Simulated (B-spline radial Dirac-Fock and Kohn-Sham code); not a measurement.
**Pb 6s: cross section and angular parameters**

System: neutral lead, configuration [Xe] 4f14 5d10 6s2 6p2; threshold 14.48 eV (orbital energy of the model). Level of theory: Dirac-Hartree-Slater photoionisation with a Latter tail; cross sections with all multipoles, angular parameters from the dipole term and its interference with E2; an atomic code on a B-spline grid.

Input file task.json (cfg lists n, l and occupation; rrms is the nuclear radius in fm):

```json
{"items": [{
  "Z": 82,
  "q": 0,
  "cfg": [[1, 0, 2], [2, 0, 2], [2, 1, 6], [3, 0, 2], [3, 1, 6], [3, 2, 10], [4, 0, 2], [4, 1, 6], [4, 2, 10], [4, 3, 14], [5, 0, 2], [5, 1, 6], [5, 2, 10], [6, 0, 2], [6, 1, 2]],
  "A": 208,
  "rrms": 5.5012,
  "do": "xps",
  "hv": [60, 100, 134.0, 136.0, 152.0, 206.0, 214.0, 219.0, 224.0, 251.0, 308.0, 319.0, 551.0, 600, 800, 975.0, 1000, 1070.0, 1486.9, 2570.0, 2984.4, 3020.0, 3670.0, 7140.0, 7940.0, 8047.8, 12300.0, 12500.0, 13000.0, 13800.0],
  "edges": {"K": 88005.0, "L1": 15861.0, "L2": 15200.0, "L3": 13035.0, "M1": 3851.0, "M2": 3554.0, "M3": 3066.0, "M4": 2586.0, "M5": 2484.0, "N1": 891.8, "N2": 761.9, "N3": 643.5, "N4": 434.3, "N5": 412.2, "N6": 141.7, "N7": 136.9, "O1": 147.0, "O2": 106.4, "O3": 83.3}
}]}
```

Run with: `python xray2_run.py task.json out`

For linearly polarised light dσ/dΩ = σ/(4π) [1 + β P₂(cos θ) + (δ + γ cos²θ) sin θ cos φ], with θ from the polarisation vector and φ the angle between the beam and the projection of the electron momentum on the plane normal to the polarisation.

```
hν (eV)  σ (kb)       β       γ
     60    39.8  -0.054  -0.148
    100    28.9   0.956  -0.021
    134    22.5   1.233   0.071
    136    22.2   1.244   0.076
    152    19.9   1.320   0.112
    206    14.6   1.481   0.205
    214    14.0   1.497   0.217
    219    13.6   1.507   0.224
    224    13.3   1.516   0.230
    251    11.7   1.559   0.264
    308    9.20   1.624   0.321
    319    8.81   1.634   0.330
    551    4.29   1.745   0.450
    600    3.80   1.757   0.462
    800    2.50   1.793   0.489
    975    1.86   1.813   0.493
   1000    1.79   1.815   0.493
   1070       ?       ?       ?
 1486.9   0.970   1.847   0.459
   2570   0.398   1.879   0.312
 2984.4   0.310   1.886   0.254
   3020   0.304   1.886   0.249
   3670   0.218   1.894   0.165
   7140  0.0657   1.914  -0.117
   7940  0.0539   1.917  -0.147
 8047.8  0.0525   1.917  -0.150
  12300  0.0232   1.924  -0.158
  12500  0.0224   1.924  -0.155
  13000  0.0207   1.924  -0.143
  13800  0.0184   1.925  -0.123
```

Q: Give the values at 1070 eV.

A: σ = 1.61 kb, β = 1.821, γ = 0.490. For an s subshell δ is negligible.

Values without a named source are computed, but for edge energies of neutral atoms, which are taken from tables.
